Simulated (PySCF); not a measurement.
**Sound and unsound settings**

Molecule: SMILES C=NCC#CCC#N, C6H6N2; geometry GFN2-xTB.

Bonds (- single, = double, # triple, : aromatic): C1=N2 1.249 Å, N2-C3 1.439 Å, C3-C4 1.452 Å, C4#C5 1.198 Å, C5-C6 1.454 Å, C6-C7 1.446 Å, C7#N8 1.142 Å. C1 carries H9, H10; C3 carries H11, H12; C6 carries H13, H14. H10 is cis to C3; H9 is trans to C3.

All runs: PySCF, non-relativistic, gas phase unless a solvent (IEF-PCM) is named; grid level 2, GIAOs and SCF threshold 1e-9 unless changed. The yardstick, PBE0/pcSseg-1, gives these isotropic shieldings σ (ppm, equivalent atoms averaged): C5 107.8, C3 131.6, C6 177.7, N2 -135.2, H9 24.39, H11/H12 27.25, H13/H14 28.44.

Q: What do these inputs give? (1) CAM-B3LYP/STO-3G; conv 1e-08; damp 0.1; (2) PBE0/pcX-1; conv 0.01; max_cycle 97

A: 
| run | outcome | functions | wall time | C5 | C3 | C6 | N2 | H9 | H11/H12 | H13/H14 |
| --- | --- | --- | --- | --- | --- | --- | --- | --- | --- | --- |
| 1 | converged | 46 | 6.8 s | 173.1 | 188.6 | 218.2 | 10.6 | 25.30 | 29.30 | 30.41 |
| 2 | refused | – | 0.02 s | – | – | – | – | – | – | – |

Times are on 1 thread of an Intel Xeon Platinum 8488C, shared host.

Q: Comment on the technical settings and failures.

A: 
- Run 1: The functional and orbital basis differ from the yardstick's, which in itself moves the values. The damping changes the path of the SCF (19 cycles), not the solution, provided the same state is reached. With 46 functions the basis is far too small for magnetic properties.
- Run 2: The basis set has no functions for an element of the molecule, so the input is rejected.

Runs 1, 2 were set up unsoundly or failed; their numbers aren't to be quoted as properties of the molecule.
